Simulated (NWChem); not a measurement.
System: C$_{3}$H$_{6}$OSi; SMILES CC1=C[SiH2]O1

NWChem printed, in part:

```
             Northwest Computational Chemistry Package (NWChem) 7.3.0
             --------------------------------------------------------

 CS  symmetry detected

                             Geometry "geometry" -> ""
                             -------------------------

 Output coordinates in angstroms (scale by  1.889725989 to convert to a.u.)

  No.       Tag          Charge          X              Y              Z
 ---- ---------------- ---------- -------------- -------------- --------------
    1 C                    6.0000     0.06971042     2.21242431     0.00000000
    2 C                    6.0000    -0.10549985     0.73336310     0.00000000
    3 C                    6.0000    -1.20697273    -0.08209077     0.00000000
    4 Si                  14.0000     0.02339297    -1.45302587     0.00000000
    5 O                    8.0000     1.06355227    -0.02842976     0.00000000
    6 H                    1.0000    -0.90515334     2.73302519     0.00000000
    7 H                    1.0000     0.65397279     2.52339075     0.89091088
    8 H                    1.0000     0.65397279     2.52339075    -0.89091088
    9 H                    1.0000    -2.26529909     0.19519762     0.00000000
   10 H                    1.0000     0.24158008    -2.29369195     1.22539459
   11 H                    1.0000     0.24158008    -2.29369195    -1.22539459

 Effective nuclear repulsion energy (a.u.)     219.7658241781

      Symmetry information
      --------------------

 Group name             Cs
 Group number              2
 Group order               2
 No. of unique centers     9

                                 NWChem DFT Module
                                 -----------------

 Summary of "ao basis" -> "ao basis" (spherical)
 ------------------------------------------------------------------------------
       Tag                 Description            Shells   Functions and Types
 ---------------- ------------------------------  ------  ---------------------
 C                           6-31g*                  6       14   3s2p1d
 Si                          6-31g*                  8       18   4s3p1d
 O                           6-31g*                  6       14   3s2p1d
 H                           6-31g*                  2        2   2s

      Symmetry analysis of basis
      --------------------------

        a'         61
        a"         25

            General Information
            -------------------
          SCF calculation type: DFT
          Wavefunction type:  closed shell.
          No. of atoms     :    11
          No. of electrons :    46
           Alpha electrons :    23
            Beta electrons :    23
          Charge           :     0
          Spin multiplicity:     1
          Use of symmetry is: on ; symmetry adaption is: on
          Maximum number of iterations: 200
          AO basis - number of functions:    86
                     number of shells:    44
          Convergence on energy requested:  1.00D-06
          Convergence on density requested:  1.00D-05
          Convergence on gradient requested:  5.00D-04

              XC Information
              --------------
                         PBE0 Method XC Functional
                     Hartree-Fock (Exact) Exchange  0.250
          PerdewBurkeErnzerhof Exchange Functional  0.750
            Perdew 1991 LDA Correlation Functional  1.000 local
           PerdewBurkeErnz. Correlation Functional  1.000 non-local

             Grid Information
             ----------------
          Grid used for XC integration:  medium
          Radial quadrature: Mura-Knowles
          Angular quadrature: Lebedev.
          Tag              B.-S. Rad. Rad. Pts. Rad. Cut. Ang. Pts.
          ---              ---------- --------- --------- ---------
          C                   0.70       49          11.0       434
          Si                  1.10       88          11.0       590
          O                   0.60       49           9.0       434
          H                   0.35       45          12.0       434
          Grid pruning is: on
          Number of quadrature shells:   464
          Spatial weights used:  Erf1

      Superposition of Atomic Density Guess
      -------------------------------------

 Sum of atomic energies:        -479.54181743

      Non-variational initial energy
      ------------------------------

 Total energy =    -482.210446
 1-e energy   =   -1094.991270
 2-e energy   =     393.015001
 HOMO         =      -0.264075
 LUMO         =       0.031192

      Symmetry analysis of molecular orbitals - initial
      -------------------------------------------------

  Numbering of irreducible representations:

     1 a'          2 a"

  Orbital symmetries:

     1 a'          2 a'          3 a'          4 a'          5 a'
     6 a'          7 a'          8 a"          9 a'         10 a'
    11 a'         12 a'         13 a'         14 a'         15 a'
    16 a"         17 a'         18 a"         19 a'         20 a'
    21 a"         22 a'         23 a"         24 a'         25 a"
    26 a'         27 a'         28 a'         29 a'         30 a"
    31 a'         32 a'         33 a"

   convergence    iter        energy       DeltaE   RMS-Dens  Diis-err
 ---------------- ----- ----------------- --------- --------- ---------
 d= 0,ls=0.0,diis     1   -482.1799763070 -7.02D+02  1.27D-02  6.67D-01
 d= 0,ls=0.0,diis     2   -482.1506693019  2.93D-02  7.34D-03  1.11D+00
 d= 0,ls=0.0,diis     3   -482.2578843411 -1.07D-01  1.75D-03  3.78D-02
 d= 0,ls=0.0,diis     4   -482.2603344697 -2.45D-03  9.26D-04  1.01D-02
 d= 0,ls=0.0,diis     5   -482.2615174857 -1.18D-03  2.75D-04  8.22D-04
  Resetting Diis
 d= 0,ls=0.0,diis     6   -482.2616231496 -1.06D-04  5.65D-05  3.27D-05
 d= 0,ls=0.0,diis     7   -482.2616275507 -4.40D-06  2.49D-05  1.83D-06
 d= 0,ls=0.0,diis     8   -482.2616274878  6.29D-08  1.36D-05  2.28D-06
 d= 0,ls=0.0,diis     9   -482.2616277993 -3.12D-07  1.69D-06  3.09D-08

         Total DFT energy =     -482.261627799324
      One electron energy =    -1098.894196318597
           Coulomb energy =      444.546354970514
    Exchange-Corr. energy =      -47.679610629313
 Nuclear repulsion energy =      219.765824178072

 Numeric. integr. density =       45.999991153995

                  Occupations of the irreducible representations
                  ----------------------------------------------

                     irrep           alpha         beta
                     --------     --------     --------
                     a'               18.0         18.0
                     a"                5.0          5.0

                       DFT Final Molecular Orbital Analysis
                       ------------------------------------

 Vector   21  Occ=2.000000D+00  E=-3.354221D-01  Symmetry=a"
              MO Center=  3.7D-01, -1.1D+00, -2.0D-15, r^2= 3.8D+00
   Bfn.  Coefficient  Atom+Function         Bfn.  Coefficient  Atom+Function
  ----- ------------  ---------------      ----- ------------  ---------------
    65      0.322577   5 O  pz               84     -0.280535  10 H  s
    86      0.280535  11 H  s                51     -0.270601   4 Si pz
    69      0.237072   5 O  pz               83     -0.202173  10 H  s
    85      0.202173  11 H  s                19      0.162867   2 C  pz
    23      0.123253   2 C  pz                5     -0.114653   1 C  pz

 Vector   22  Occ=2.000000D+00  E=-3.177590D-01  Symmetry=a'
              MO Center= -5.3D-01, -4.0D-01,  6.4D-15, r^2= 3.1D+00
   Bfn.  Coefficient  Atom+Function         Bfn.  Coefficient  Atom+Function
  ----- ------------  ---------------      ----- ------------  ---------------
    32      0.379343   3 C  py               50     -0.255668   4 Si py
    49      0.249997   4 Si px               36      0.211777   3 C  py
    18     -0.203085   2 C  py                4      0.187071   1 C  py
    84      0.136547  10 H  s                86      0.136547  11 H  s
    63     -0.115899   5 O  px               82      0.111217   9 H  s

 Vector   23  Occ=2.000000D+00  E=-2.351090D-01  Symmetry=a"
              MO Center= -3.3D-01,  1.0D-01, -3.9D-17, r^2= 2.2D+00
   Bfn.  Coefficient  Atom+Function         Bfn.  Coefficient  Atom+Function
  ----- ------------  ---------------      ----- ------------  ---------------
    33      0.400262   3 C  pz               65     -0.366549   5 O  pz
    37      0.354465   3 C  pz               69     -0.311665   5 O  pz
    19      0.254451   2 C  pz               23      0.151018   2 C  pz
    78     -0.098533   7 H  s                80      0.098533   8 H  s
    59      0.056336   4 Si d  1             77     -0.051407   7 H  s

 Vector   24  Occ=0.000000D+00  E= 4.240700D-03  Symmetry=a'
              MO Center= -1.1D-01, -1.6D+00, -1.2D-15, r^2= 3.8D+00
   Bfn.  Coefficient  Atom+Function         Bfn.  Coefficient  Atom+Function
  ----- ------------  ---------------      ----- ------------  ---------------
    53      0.822905   4 Si px               34      0.425406   3 C  s
    66     -0.400888   5 O  s                49      0.381798   4 Si px
    54      0.362204   4 Si py               36     -0.241814   3 C  py
    52     -0.190583   4 Si s                68      0.182457   5 O  py
    20     -0.174458   2 C  s                50      0.161019   4 Si py

 Vector   25  Occ=0.000000D+00  E= 1.474832D-02  Symmetry=a"
              MO Center= -3.0D-01,  3.1D-01,  1.7D-15, r^2= 3.2D+00
   Bfn.  Coefficient  Atom+Function         Bfn.  Coefficient  Atom+Function
  ----- ------------  ---------------      ----- ------------  ---------------
    23      0.548909   2 C  pz               19      0.487736   2 C  pz
    37     -0.401322   3 C  pz               55     -0.392222   4 Si pz
    84      0.347565  10 H  s                86     -0.347565  11 H  s
    78     -0.320571   7 H  s                80      0.320571   8 H  s
    33     -0.286850   3 C  pz               51     -0.178086   4 Si pz

 Vector   26  Occ=0.000000D+00  E= 6.894551D-02  Symmetry=a'
              MO Center=  8.4D-02, -1.3D+00,  5.6D-15, r^2= 5.9D+00
   Bfn.  Coefficient  Atom+Function         Bfn.  Coefficient  Atom+Function
  ----- ------------  ---------------      ----- ------------  ---------------
    54      1.539868   4 Si py               34     -0.733346   3 C  s
    20     -0.684101   2 C  s                 6     -0.672125   1 C  s
    53     -0.536380   4 Si px               52      0.464728   4 Si s
    84      0.415012  10 H  s                86      0.415012  11 H  s
    36      0.382156   3 C  py               22      0.357444   2 C  py

     Multipole analysis of the density
     ---------------------------------

     L   x y z        total         alpha         beta         nuclear
     -   - - -        -----         -----         ----         -------
     0   0 0 0      0.000000    -23.000000    -23.000000     46.000000

     1   1 0 0     -0.425865     -0.212933     -0.212933      0.000000
     1   0 1 0      0.156755      0.078377      0.078377     -0.000000
     1   0 0 1     -0.000000     -0.000000     -0.000000      0.000000

     2   2 0 0    -28.417732    -58.519367    -58.519367     88.621001
     2   1 1 0     -0.002672      0.687642      0.687642     -1.377957
     2   1 0 1      0.000000      0.000000      0.000000      0.000000
     2   0 2 0    -23.842927   -177.914015   -177.914015    331.985103
     2   0 1 1      0.000000      0.000000      0.000000      0.000000
     2   0 0 2    -28.709030    -22.551229    -22.551229     16.393429

            General Information
            -------------------
          SCF calculation type: DFT
          Wavefunction type:  closed shell.
          No. of atoms     :    11
          No. of electrons :    46
           Alpha electrons :    23
            Beta electrons :    23
          Charge           :     0
          Spin multiplicity:     1
          Use of symmetry is: on ; symmetry adaption is: on
          Maximum number of iterations: 200
          AO basis - number of functions:    86
                     number of shells:    44
          Convergence on energy requested:  1.00D-06
          Convergence on density requested:  1.00D-05
          Convergence on gradient requested:  5.00D-04

              XC Information
              --------------
                         PBE0 Method XC Functional
                     Hartree-Fock (Exact) Exchange  0.250
          PerdewBurkeErnzerhof Exchange Functional  0.750
            Perdew 1991 LDA Correlation Functional  1.000 local
           PerdewBurkeErnz. Correlation Functional  1.000 non-local

             Grid Information
             ----------------
          Grid used for XC integration:  medium
          Radial quadrature: Mura-Knowles
          Angular quadrature: Lebedev.
          Tag              B.-S. Rad. Rad. Pts. Rad. Cut. Ang. Pts.
          ---              ---------- --------- --------- ---------
          C                   0.70       49          11.0       434
          Si                  1.10       88          11.0       590
          O                   0.60       49           9.0       434
          H                   0.35       45          12.0       434
          Grid pruning is: on
          Number of quadrature shells:   464
          Spatial weights used:  Erf1

          Convergence Information
          -----------------------
          Convergence aids based upon iterative change in
          total energy or number of iterations.
          Levelshifting, if invoked, occurs when the
          HOMO/LUMO gap drops below (HL_TOL):  1.00D-02
          DIIS, if invoked, will attempt to extrapolate
          using up to (NFOCK): 10 stored Fock matrices.

                    Damping( 0%)  Levelshifting(0.0)       DIIS
                  --------------- ------------------- ---------------
          dE  on:    start             N/A                start
          dE off:    2 iters           N/A              200 iters

                            NWChem DFT Gradient Module
                            --------------------------

  charge          =   0.00
  wavefunction    = closed shell

  Using symmetry

                         DFT ENERGY GRADIENTS

    atom               coordinates                        gradient
                 x          y          z           x          y          z
   1 C       0.131734   4.180876   0.000000   -0.002472  -0.004973   0.000000
   2 C      -0.199366   1.385855   0.000000    0.007315   0.009684   0.000000
   3 C      -2.280848  -0.155129   0.000000   -0.007924  -0.006454   0.000000
   4 Si      0.044206  -2.745821   0.000000   -0.004175  -0.010026   0.000000
   5 O       2.009822  -0.053724   0.000000    0.013444   0.005392   0.000000
   6 H      -1.710492   5.164669   0.000000   -0.007475   0.004168   0.000000
   7 H       1.235829   4.768517   1.683577    0.004943   0.002512   0.006689
   8 H       1.235829   4.768517  -1.683577    0.004943   0.002512  -0.006689
   9 H      -4.280795   0.368870   0.000000   -0.010093   0.002152   0.000000
  10 H       0.456520  -4.334449   2.315660    0.000747  -0.002484   0.004319
  11 H       0.456520  -4.334449  -2.315660    0.000747  -0.002484  -0.004319
```

Level: PBE0/6-31G* (spherical d). Coordinates come from a PBE-D3(BJ)/def2-SVP optimisation.

**Question.** Which NWChem input produces such a log?

**Answer.** Several could match; the one computed here: the input that was run:
```
start job
memory heap 200 mb stack 900 mb global 1100 mb
geometry units angstroms noautoz
  C      0.087829     2.215182    -0.026894
  C     -0.101127     0.737989    -0.004153
  C     -1.191614    -0.066503     0.200391
  Si     0.000277    -1.449472    -0.044671
  O      1.037578    -0.035288    -0.233074
  H     -0.863045     2.745370     0.163169
  H      0.835012     2.512041     0.738207
  H      0.494727     2.528649    -1.010741
  H     -2.227205     0.221220     0.404622
  H      0.438768    -2.303652     1.110328
  H     -0.029207    -2.280782    -1.295258
end
basis spherical
  * library 6-31g*
end
dft
  xc pbe0
  iterations 200
  convergence nolevelshifting
end
task dft gradient
```
